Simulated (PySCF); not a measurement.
Stepwise substitution at one centre (B NH2-H). Gas-phase values, no solvent. Strings in code marks are SMILES.

Quantity: redistribution energy (mixed species minus the weighted end members), in kcal/mol.

Level 1: M06-2X/6-31G* // B3LYP-D3(BJ)/def2-TZVP (PySCF)
Level 2: PBE/6-31G* // B3LYP-D3(BJ)/def2-TZVP (PySCF)
Level 3: HF/3-21G // B3LYP-D3(BJ)/def2-TZVP (PySCF)
Level 4: HF/6-31G* // B3LYP-D3(BJ)/def2-TZVP (PySCF)

```
species                          level 2  level 3  level 4
-------------------------------  -------  -------  -------
2 of 3 NH2 replaced by H: `NB`     -15.3    -10.5    -10.3
1 of 3 NH2 replaced by H: `NBN`    -12.1    -8.31    -8.14
```

What does level 1 give for each?


- 2 of 3 NH2 replaced by H: `NB`: -12.8
- 1 of 3 NH2 replaced by H: `NBN`: -9.95
